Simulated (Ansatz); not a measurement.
System: trichloro(fluoro)germane, GeCl3F (charge 0, singlet). SMILES: [F][Ge]([Cl])([Cl])[Cl]
Geometry: optimised at B3LYP-D3(BJ)/def2-TZVP (Ansatz, a program for electronic structure).

Quantity: atomisation energy, in kcal/mol. Set-up: atomisation electronic, to ground-state atoms; no spin-orbit coupling; dispersion terms only where a functional's name holds one; open shells spin-unrestricted; non-relativistic; LANL2DZ with its own core potentials from Na on; 6-31G* and kin with 6d, 5d where marked. First-principles rows: single points at B3LYP-D3(BJ) geometries (Ansatz).

```
level                              program  atomisation energy (kcal/mol)
---------------------------------  -------  -----------------------------
B3LYP/STO-3G                        Ansatz                          411.2
B3LYP/3-21G                         Ansatz                          337.4
B3LYP/LANL2DZ                       Ansatz                          285.0
B3LYP/6-31G                         Ansatz                          296.0
B3LYP/6-31G*                        Ansatz                          339.2
B3LYP/def2-SVP                      Ansatz                          346.6
B3LYP/6-31G* with LANL2DZ past Ar   Ansatz                          327.5
B3LYP/def2-TZVPD                    Ansatz                          346.8
```

No value to compare with is used here. The 7 habitual levels span 285.0 (B3LYP/LANL2DZ) to 411.2 kcal/mol (B3LYP/STO-3G); B3LYP/def2-TZVPD gives 346.8.

The sets are all those run for this method; left out are runs that failed, that the program found above a lower state of the same kind, or whose <S^2> lies over 0.5 above the pure value.
